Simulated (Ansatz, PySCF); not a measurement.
C3H4O3, SMILES O=C1OCCO1. Atoms are numbered in the order given.

```xyz
10

O      0.0000     0.0000     2.0375
C      0.0000     0.0000     0.8497
O      0.2561     1.0813     0.0676
C     -0.0078     0.7670    -1.2968
C      0.0078    -0.7670    -1.2968
O     -0.2561    -1.0813     0.0676
H      0.7683     1.2167    -1.9309
H     -0.9910     1.1781    -1.5812
H     -0.7683    -1.2167    -1.9309
H      0.9910    -1.1781    -1.5812
```

The structure is a stationary point at B3LYP-D3(BJ)/def2-SVP. One conformer was computed; it need not be the lowest.

Two levels are set side by side: PBE-D3(BJ)/def2-SVP (Ansatz, a program for electronic structure) and B3LYP-D3(BJ)/def2-SVP (Ansatz). Each level has its own optimised geometry; the coordinates shown are those of the second. Frequencies come from the Hessian of PySCF at each geometry. Differences are taken from unrounded values.

```
quantity                            B3LYP-D3(BJ)  PBE-D3(BJ)  PBE-D3(BJ) minus B3LYP-D3(BJ)
----------------------------------  ------------  ----------  -----------------------------
mean bond length (Å)                       1.269       1.277                          0.008
bond O1–C2 (Å)                             1.188       1.198                          0.010
bond C2–O3 (Å)                             1.359       1.371                          0.012
bond C2–O6 (Å)                             1.359       1.371                          0.012
bond O3–C4 (Å)                             1.425       1.430                          0.006
bond C4–C5 (Å)                             1.534       1.535                          0.001
bond C5–O6 (Å)                             1.425       1.430                          0.006
bond C4–H7 (Å)                             1.098       1.107                          0.008
bond C4–H8 (Å)                             1.103       1.112                          0.009
bond C5–H9 (Å)                             1.098       1.107                          0.008
bond C5–H10 (Å)                            1.103       1.112                          0.009
highest harmonic wavenumber (cm⁻¹)          3137        3067                            -70
mean harmonic wavenumber (cm⁻¹)             1373        1332                            -41
zero-point energy (kcal/mol)               47.11       45.69                          -1.42
```

GGA bonds tend to be longer and softer than those of functionals with exact exchange. Differences between two approximate levels are no errors against the true value.
